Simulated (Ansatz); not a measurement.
Job for Ansatz (a quantum-chemistry and plane-wave program): R-B3LYP/def2-TZVPP on BH2IO (SMILES OBI), a point of a torsion scan. Elements past Kr take the def2 small-core potentials; no spin–orbit coupling.

Ansatz 0.2 input:
```yaml
crystal:
  periodic: [false, false, false]
  atoms:
    - {symbol: O, position_ang: [-0.96952635, -0.33527003, -0.38466565]}
    - {symbol: B, position_ang: [0.01817079, 0.52309092, -0.31704131]}
    - {symbol: I, position_ang: [0.50101102, 1.58448900, 1.47149125]}
    - {symbol: H, position_ang: [-1.26761240, -0.84559110, 0.36978053]}
    - {symbol: H, position_ang: [0.52279665, 0.86188248, -1.31524697]}
basis:
  gaussian:
    orbitals: def2-TZVPP
hamiltonian:
  xc: {name: B3LYP}
scf: {lower_state_search: off}
```

Program output:

```
WARN ansatz: RAYON_NUM_THREADS=1 ignored (pool sized by the plan → 1); use --threads N
Functional definition: B3LYP
these checks for a lower state are left out or cut short: stability, starts, cluster_reference, orbital_swaps, neighbouring_geometries, increment
integrals: 0.05 GiB planned
849 factors; their error is unknown
mean field: 0.47 GiB planned
mean field evaluation 1: about -10857.1923 eV, gradient 5.5e1 eV
mean field evaluation 2: about -10842.8998 eV, gradient 1.0e2 eV
mean field evaluation 4: about -10862.4437 eV, gradient 5.7e0 eV
mean field evaluation 8: about -10862.7429 eV, gradient 6.1e-1 eV
mean field evaluation 16: about -10862.7431 eV, gradient 1.9e-5 eV
mean field -10862.74313249 eV, -399.1984470871 hartree, gradient 3.6e-6 eV, S^2 0.000000; 0 other end points of the search recorded, 0 dependent functions left out
reference -10862.74334143 eV, -399.1984547656 hartree; 20, 20 occupied and 120, 120 virtual orbitals, 849 factors
Total energy: -10862.74334143 eV, -399.1984547656 hartree
Checks for a lower state left out: stability, starts, cluster_reference, orbital_swaps, neighbouring_geometries, increment
```

The run converged.

Cost: very roughly 2.2 core-seconds.
